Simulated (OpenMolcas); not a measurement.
An OpenMolcas run meant for Ge2+ (ANO-RCC-VQZP, DKH4; inactive shells 1s 2s 2p 3s 3p 3d; intended active space 2 electrons in 4 orbitals (4s 4p)). One step of its input:

```
&CASPT2
Multistate=3 1 2 3
Frozen=23 26
IPEA=0.25
Imaginary=0.1
MaxIter=60
WThr=0.0 0.3 0.05
PrWF=0.5
NoMix
```

Lines from the output:

```
|       MOLCAS_SOURCE = <dir>
  |    MOLCAS_STRUCTURE = 0
  |
   -----------------------------------------------------------------------------------------
++ ---------   Input file   ---------
>>> COPY JOB001 $Project.JobIph
&CASPT2
Multistate=3 1 2 3
Frozen=23 26
IPEA=0.25
Imaginary=0.1
MaxIter=60
WThr=0.0 0.3 0.05
PrWF=0.5
NoMix
-- ----------------------------------
>>> COPY JOB001 a.JobIph
*** symbolic link created: INPORB -> a.RasOrb
--- Start Module: caspt2 at  ---
()()()()()()()()()()()()()()()()()()()()()()()()()()()()()()()()()()()()()()()()()()()()()()()()()()
                                              &CASPT2
                                   only a single process is used
                       available to each process: 2.3 GB of memory, 1 thread
()()()()()()()()()()()()()()()()()()()()()()()()()()()()()()()()()()()()()()()()()()()()()()()()()()
 ###    WARNING: User changed nr of frozen orbitals.                         ###
 ###    ERROR: Too many frozen orbitals!                                     ###
--- Stop Module: caspt2 at  /rc=_RC_INPUT_ERROR_ ---
.####################.
.# User input error #.
.####################.
```

Task: What is wrong with the input?

Result: More orbitals are frozen than there are inactive ones.
